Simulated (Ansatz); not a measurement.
Geometry optimisation, Ansatz, RKS BHLYP-D4/def2-SVP.

input.yaml

```yaml
crystal:
  periodic: [false, false, false]
  atoms:
    - { symbol: "N", position_ang: [-2.0609, 0.2052, 0.5867] }
    - { symbol: Si, position_ang: [-0.5014, 0.4708, 1.3163] }
    - { symbol: Sn, position_ang: [1.229, 0.3453, -0.4852] }
    - { symbol: "N", position_ang: [1.2011, -1.4724, -1.4169] }
    - { symbol: Cl, position_ang: [0.9015, 2.0542, -2.058] }
    - { symbol: H, position_ang: [-2.44735, -0.67413, 0.8581] }
    - { symbol: H, position_ang: [-2.71945, 0.9562, 1.01209] }
    - { symbol: H, position_ang: [-0.2257, -0.5674, 2.3044] }
    - { symbol: H, position_ang: [-0.4321, 1.8061, 2.0133] }
    - { symbol: H, position_ang: [2.8507, 0.5219, 0.2701] }
    - { symbol: H, position_ang: [1.2054, -2.2094, -0.6474] }
    - { symbol: H, position_ang: [0.1736, -1.546, -1.7702] }
basis:
  gaussian: { orbitals: def2-SVP }
hamiltonian:
  xc: { name: BHLYP }
  dispersion: d4
relax:
  f_tol: 0.015
  max_steps: 40
```

Command:

```bash
$ ansatz run input.yaml --threads 2 --pin off --max-ram 3072MiB --backend cpu --events-out ev --progress --plain --runs-dir out
```

Q: Where does it end, and by what steps?

A: It converged. After 39 steps the energy has fallen by 0.907 eV; H11 moved furthest, 1.44 Å.

```tsv
step	energy less start (eV)	largest force component (eV/Å)	accepted
0	0.0000	2.876	yes
2	-0.5457	0.751	yes
4	-0.6213	0.462	yes
6	-0.6729	0.389	yes
8	-0.7078	0.203	yes
10	-0.7199	0.128	yes
12	-0.7310	0.574	yes
14	-0.7469	0.395	yes
16	-0.7691	0.624	yes
18	-0.8206	0.988	yes
20	-0.8653	0.113	yes
22	-0.8538	0.778	no
24	-0.8677	0.017	yes
26	-0.8685	0.146	yes
28	-0.8699	0.052	yes
30	-0.8721	0.217	yes
32	-0.8769	0.309	yes
34	-0.8904	0.602	no
36	-0.9046	0.335	yes
38	-0.9066	0.142	no
39	-0.9070	0.010	yes
```

```xyz
12
Properties=species:S:1:pos:R:3
N -2.044 0.473 0.709
Si -0.590 0.345 1.612
Sn 1.151 0.198 -0.265
N 1.327 -1.672 -1.003
Cl 0.064 1.597 -1.891
H -2.951 0.438 1.144
H -2.046 1.032 -0.130
H -0.600 -0.882 2.441
H -0.232 1.479 2.504
H 2.734 0.816 -0.154
H 1.902 -1.770 -1.828
H 0.458 -2.163 -1.157
```

Whether the end is a true minimum wasn't checked by a vibrational analysis.

The run took 2.1 min on 2 threads of AMD EPYC 9R14 (Zen 4), on a shared host, peak memory 0.36 GiB.
